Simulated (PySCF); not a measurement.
## Dipole polarisabilities along the 5d series

Calculated with PySCF 2.14 for the ground configurations, without spin-orbit coupling: coupled response for Hartree-Fock and DFT. Mean α in bohr³, C₆ of like pairs in atomic units.

| species | α UHF | α PBE | α PBE0 | α recommended (Schwerdtfeger and Nagle) | C₆ UHF | C₆ PBE | C₆ PBE0 |
| --- | --- | --- | --- | --- | --- | --- | --- |
| Hf [Xe] 4f14 5d2 6s2 (aug-cc-pVTZ-PP with one added diffuse shell each of s, p, d, f, g type with ECP60MDF, ECP) | 121.8 | 101.7 | 103.8 | 103 ± 6 | 1735 | 1356 | 1405 |
| Ta [Xe] 4f14 5d3 6s2 (aug-cc-pVTZ-PP with one added diffuse shell each of s, p, d, f, g type with ECP60MDF, ECP) | 109.5 | 84.46 | 87.12 | 74 ± 20 | 1455 | 1087 | 1131 |
| W [Xe] 4f14 5d4 6s2 (aug-cc-pVTZ-PP with one added diffuse shell each of s, p, d, f, g type with ECP60MDF, ECP) | 101.5 | 72.42 | 75.30 | 68 ± 15 | 1251 | 887.0 | 927.9 |
| Os [Xe] 4f14 5d6 6s2 (aug-cc-pVTZ-PP with one added diffuse shell each of s, p, d, f, g type with ECP60MDF, ECP) | 76.91 | n/a | 58.52 | 57 ± 3 | 876.0 | n/a | 665.3 |
| Ir [Xe] 4f14 5d7 6s2 (aug-cc-pVTZ-PP with one added diffuse shell each of s, p, d, f, g type with ECP60MDF, ECP) | 64.38 | 48.65 | 50.62 | 54 ± 7 | 712.7 | 532.1 | 554.6 |
| Pt [Xe] 4f14 5d9 6s1 (aug-cc-pVTZ-PP with one added diffuse shell each of s, p, d, f, g type with ECP60MDF, ECP) | 53.86 | 39.80 | 40.86 | 48 ± 4 | 500.2 | 386.4 | 391.0 |
| Au [Xe] 4f14 5d10 6s1 (aug-cc-pVTZ-PP with one added diffuse shell each of s, p, d, f, g type with ECP60MDF, ECP) | 50.32 | 36.16 | 37.36 | 36 ± 3 | 445.6 | 336.0 | 342.1 |
| Hg [Xe] 4f14 5d10 6s2 (aug-cc-pVTZ-PP with one added diffuse shell each of s, p, d, f, g type with ECP60MDF, ECP) | 45.09 | 35.57 | 36.93 | 33.91 ± 0.34 | 447.1 | 348.6 | 361.8 |

**Question.** Fill in the row of Re [Xe] 4f14 5d5 6s2 (aug-cc-pVTZ-PP with one added diffuse shell each of s, p, d, f, g type with ECP60MDF, ECP).

**Answer.** α UHF 95.81; α PBE 65.94; α PBE0 68.90; α recommended (Schwerdtfeger and Nagle) 62 ± 3; C₆ UHF 1121; C₆ PBE 771.1; C₆ PBE0 808.5.

Hartree-Fock lacks correlation. All values carry a basis error, and heavy open shells lack spin-orbit coupling.
